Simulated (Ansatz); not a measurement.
Input for Ansatz (a quantum-chemistry and plane-wave program): R-PBE/def2-TZVPPD on H4 (a complex), monomers drawn apart or pushed together. Files ending in .json are basis or fitting sets from the Basis Set Exchange.

Ansatz 0.2 input:
```yaml
crystal:
  periodic: [false, false, false]
  atoms:
    - {symbol: H, position_ang: [0.01918998, 0.21921854, -0.28211616]}
    - {symbol: H, position_ang: [0.18702023, -0.10958982, -0.92801742]}
    - {symbol: H, position_ang: [-0.25290680, 0.21984943, 3.44481350]}
    - {symbol: H, position_ang: [-0.00655037, -0.35778614, 3.04587417]}
basis:
  gaussian:
    orbitals: def2-TZVPPD.json
hamiltonian:
  xc: {name: PBE}
scf: {lower_state_search: off}
```

It printed:

```
WARN ansatz: RAYON_NUM_THREADS=1 ignored (pool sized by the plan → 1); use --threads N
Functional definition: PBE
these checks for a lower state are left out or cut short: stability, starts, cluster_reference, orbital_swaps, neighbouring_geometries, increment
integrals: 0.00 GiB planned
236 factors; their error is unknown
mean field: 0.08 GiB planned
mean field evaluation 1: about -62.8150 eV, gradient 1.3e1 eV
mean field evaluation 2: about -63.3915 eV, gradient 4.6e0 eV
mean field evaluation 4: about -63.4746 eV, gradient 7.4e-2 eV
mean field evaluation 8: about -63.4679 eV, gradient 8.2e-5 eV
mean field -63.46790201 eV, -2.3324023786 hartree, gradient 2.0e-6 eV, S^2 0.000000; 0 other end points of the search recorded, 0 dependent functions left out
reference -63.46793447 eV, -2.3324035715 hartree; 2, 2 occupied and 66, 66 virtual orbitals, 236 factors
Total energy: -63.46793447 eV, -2.3324035715 hartree
Checks for a lower state left out: stability, starts, cluster_reference, orbital_swaps, neighbouring_geometries, increment
```

Self-consistency was reached.

Cost: very roughly 0.10 core-seconds.
